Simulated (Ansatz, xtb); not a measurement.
Relative energy of two structures of C4H7BO

Structure X is a singlet given by its coordinates and structure Y is `B/C=C(\O)C=C`, a singlet. Both are isolated molecules in the gas phase, relaxed with PBE-D3(BJ)/def2-SVP; the shapes shown needn't be the lowest conformers.

X (Å):

```yaml
atoms:
  - { symbol: C, position_ang: [1.1405, 0.9232, -1.1163] }
  - { symbol: C, position_ang: [0.3147, -0.0656, -0.6740] }
  - { symbol: C, position_ang: [0.0499, -0.0008, 0.7506] }
  - { symbol: C, position_ang: [-0.6102, -0.8116, 1.6032] }
  - { symbol: B, position_ang: [1.6025, 1.9054, 0.0333] }
  - { symbol: O, position_ang: [0.6539, 1.2079, 1.2236] }
  - { symbol: H, position_ang: [2.7605, 1.7748, 0.4367] }
  - { symbol: H, position_ang: [1.2397, 3.0751, -0.0454] }
  - { symbol: H, position_ang: [1.4167, 0.9927, -2.1803] }
  - { symbol: H, position_ang: [-0.1451, -0.8646, -1.2746] }
  - { symbol: H, position_ang: [-0.7277, -0.5733, 2.6697] }
  - { symbol: H, position_ang: [-1.0549, -1.7395, 1.2219] }
  - { symbol: H, position_ang: [1.0870, 1.0883, 2.0901] }
```

Close contacts (Å): C1–C2 1.36, C1–B5 1.58, C2–C3 1.45, C3–C4 1.35, C3–O6 1.43, B5–O6 1.67, C1–H9 1.10, C2–H10 1.10, C4–H11 1.10, C4–H12 1.10, B5–H7 1.23, B5–H8 1.23, O6–H13 0.98.

Y (Å):

```yaml
atoms:
  - { symbol: C, position_ang: [1.0450, 1.2475, -0.6266] }
  - { symbol: C, position_ang: [0.5720, 0.4859, 0.4400] }
  - { symbol: C, position_ang: [-0.7134, 0.7395, 1.0940] }
  - { symbol: C, position_ang: [-1.1868, 0.0109, 2.1281] }
  - { symbol: B, position_ang: [2.3739, 0.9660, -1.2845] }
  - { symbol: O, position_ang: [1.2640, -0.5415, 0.9486] }
  - { symbol: H, position_ang: [3.0792, 0.0365, -0.8801] }
  - { symbol: H, position_ang: [2.8131, 1.6117, -2.2157] }
  - { symbol: H, position_ang: [0.3803, 2.0642, -0.9505] }
  - { symbol: H, position_ang: [2.0956, -0.5912, 0.4145] }
  - { symbol: H, position_ang: [-1.2917, 1.5826, 0.6847] }
  - { symbol: H, position_ang: [-0.6062, -0.8312, 2.5347] }
  - { symbol: H, position_ang: [-2.1597, 0.2383, 2.5887] }
```

**Question.** Estimate which is lower in electronic energy at CCSD(T)/def2-SVP + ΔMP2/def2-TZVPP, and by roughly how much.

**Answer.** Too close to call at this level: CCSD(T)/def2-SVP + ΔMP2/def2-TZVPP gives E(Y) − E(X) = −0.33 kcal/mol.

Level by level:

```
                             level             geometry  E(Y) − E(X) (kcal/mol)  departure from the last row (kcal/mol)  job, with rough time for the two
                          GFN2-xTB             GFN2-xTB                     +5.36                                   +5.69               optimisation, 1.2 s
                         HF/STO-3G             GFN2-xTB                    +25.61                                  +25.94               single point, 2.3 s
                r2SCAN-D4/def2-SVP             GFN2-xTB                     −1.63                                   −1.30                single point, 10 s
               PBE-D3(BJ)/def2-SVP  PBE-D3(BJ)/def2-SVP                     −1.30                                   −0.97             optimisation, 2.1 min
                       HF/def2-SVP  PBE-D3(BJ)/def2-SVP                     −5.96                                   −5.63           part of the CCSD(T) run
                      MP2/def2-SVP  PBE-D3(BJ)/def2-SVP                     −0.47                                   −0.14           part of the CCSD(T) run
                  CCSD(T)/def2-SVP  PBE-D3(BJ)/def2-SVP                     −0.44                                   −0.10                      single point
CCSD(T)/def2-SVP + ΔMP2/def2-TZVPP  PBE-D3(BJ)/def2-SVP                     −0.33                                                     single point, 2.1 min
```

The largest departure from CCSD(T)/def2-SVP + ΔMP2/def2-TZVPP is that of HF/STO-3G, 25.94 kcal/mol. The last row adds to CCSD(T) the change of the MP2 difference between the two basis sets, here +0.10 kcal/mol.

With thermal terms from frequencies at re-optimised GFN2-xTB minima (ideal gas, soft modes damped towards free rotors, one conformer each, 298.15 K, 1 atm): on the last row, ΔE + ΔZPE = −1.12, ΔH = −0.47, ΔG = −2.05 kcal/mol.

The correlated steps freeze 6 core orbitals. Run with Ansatz 0.2.0, xtb 6.7.1; the last row on 2 threads of Intel(R) Xeon(R) Processor @ 2.50GHz (Skylake/Cascade Lake) on a shared host.
